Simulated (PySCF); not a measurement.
**How methods differ on the excitation energy of La²⁺**

La²⁺ [Xe] 5d1 (2D) → La²⁺ [Xe] 6s1 (2S), as a difference of total energies. Calculation: PySCF 2.14, in def2-QZVPPD with the def2 core potential (46 electrons) (7s5p4d3f2g, 81 functions); a scalar-relativistic core potential. Correlated levels: valence: nothing frozen outside the core potential. The calculations carry no spin-orbit coupling.

```
           method  excitation energy (cm⁻¹)
              UHF                     12205
              LDA                     10207
              PBE                     12006
             PBE0                     12992
           r2SCAN                     14202
             BLYP                     10584
            HSE06                     12737
          wB97M-V                     12613
          r2SCAN0                     14143
    MP2 (valence)                     11084
SCS-MP2 (valence)                     11672
```
